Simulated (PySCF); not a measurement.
Isomers of C7H10O2Si, mass 154.045 u with the commonest isotopes. Level of theory: PBE0/pcSseg-1 in PySCF (dipole) on a GFN2-xTB geometry, gas phase. One conformer each, none proved a minimum here; rigid rotors.

Question: Order these by dipole moment, smallest first.
A. `[CH2:1]=[CH:2][O:3][SiH2:4][CH2:5][C:6](=[O:7])[C:8]#[C:9][CH3:10]` with C1–C2–O3–Si4 -174°, C2–O3–Si4–C5 -176°, O3–Si4–C5–C6 177°, Si4–C5–C6–O7 83°
B. `[CH:1]#[C:2][Si@:3]1([CH3:4])[CH2:5][C@@H:6]([C:7](=[O:8])[OH:9])[CH2:10]1` with C5–C6–C7–O8 74°, C6–C7–O9–H 178°, C2–Si3–C5–C6 -101°, Si3–C5–C6–C7 -132°, C5–C6–C10–Si3 11°, C2–Si3–C10–C6 99°
C. `[CH3:1][O:2][c:3]1[cH:4][cH:5][c:6]([O:7][SiH3:8])[cH:9][cH:10]1` with C1–O2–C3–C4 180°, C5–C6–O7–Si8 0°
D. `[CH2:1]=[CH:2][CH2:3][C:4]1=[CH:5][O:6][C:7](=[O:8])[SiH2:9][CH2:10]1` with C1–C2–C3–C4 115°, C2–C3–C4–C5 106°, C4–C5–O6–C7 -17°, C5–O6–C7–O8 179°, O6–C7–Si9–C10 26°, C7–Si9–C10–C4 -37°

Answer: C (0.82 D), B (1.35 D), A (3.73 D), D (4.37 D).

Question: Order these by radius of gyration √(Σ m r²/M), largest first.
A. `[CH2:1]=[CH:2][O:3][SiH2:4][CH2:5][C:6](=[O:7])[C:8]#[C:9][CH3:10]` with C1–C2–O3–Si4 -174°, C2–O3–Si4–C5 -176°, O3–Si4–C5–C6 177°, Si4–C5–C6–O7 83°
B. `[CH:1]#[C:2][Si@:3]1([CH3:4])[CH2:5][C@@H:6]([C:7](=[O:8])[OH:9])[CH2:10]1` with C5–C6–C7–O8 74°, C6–C7–O9–H 178°, C2–Si3–C5–C6 -101°, Si3–C5–C6–C7 -132°, C5–C6–C10–Si3 11°, C2–Si3–C10–C6 99°
C. `[CH3:1][O:2][c:3]1[cH:4][cH:5][c:6]([O:7][SiH3:8])[cH:9][cH:10]1` with C1–O2–C3–C4 180°, C5–C6–O7–Si8 0°

Answer: A (2.956 Å), C (2.692 Å), B (2.511 Å).

Question: Order these by out-of-plane moment Σ m c² = (Ia + Ib − Ic)/2, smallest first.
A. `[CH3:1][O:2][c:3]1[cH:4][cH:5][c:6]([O:7][SiH3:8])[cH:9][cH:10]1` with C1–O2–C3–C4 180°, C5–C6–O7–Si8 0°
B. `[CH2:1]=[CH:2][O:3][SiH2:4][CH2:5][C:6](=[O:7])[C:8]#[C:9][CH3:10]` with C1–C2–O3–Si4 -174°, C2–O3–Si4–C5 -176°, O3–Si4–C5–C6 177°, Si4–C5–C6–O7 83°
C. `[CH:1]#[C:2][Si@:3]1([CH3:4])[CH2:5][C@@H:6]([C:7](=[O:8])[OH:9])[CH2:10]1` with C5–C6–C7–O8 74°, C6–C7–O9–H 178°, C2–Si3–C5–C6 -101°, Si3–C5–C6–C7 -132°, C5–C6–C10–Si3 11°, C2–Si3–C10–C6 99°
D. `[CH2:1]=[CH:2][CH2:3][C:4]1=[CH:5][O:6][C:7](=[O:8])[SiH2:9][CH2:10]1` with C1–C2–C3–C4 115°, C2–C3–C4–C5 106°, C4–C5–O6–C7 -17°, C5–O6–C7–O8 179°, O6–C7–Si9–C10 26°, C7–Si9–C10–C4 -37°

Answer: A (4.47 u·Å²), D (37.63 u·Å²), B (39.14 u·Å²), C (51.13 u·Å²).

| SMILES | point group | Ia (u·Å²) | Ib (u·Å²) | Ic (u·Å²) | κ | μa (D) | μb (D) | μc (D) |
| --- | --- | --- | --- | --- | --- | --- | --- | --- |
| C#C[Si@]1(C)C[C@@H](C(=O)O)C1 | C1 | 224.47 | 798.29 | 920.51 | -0.90 | 0.89 | 0.93 | 0.41 |
| COc1ccc(O[SiH3])cc1 | Cs | 112.07 | 1008.86 | 1112.00 | -0.98 | 0.71 | 0.42 | 0.01 |
| C=CO[SiH2]CC(=O)C#CC | C1 | 234.24 | 1150.69 | 1306.65 | -0.94 | 0.31 | 3.71 | 0.10 |
| C=CCC1=COC(=O)[SiH2]C1 | C1 | 198.88 | 799.55 | 923.17 | -0.92 | 3.85 | 1.79 | 1.04 |
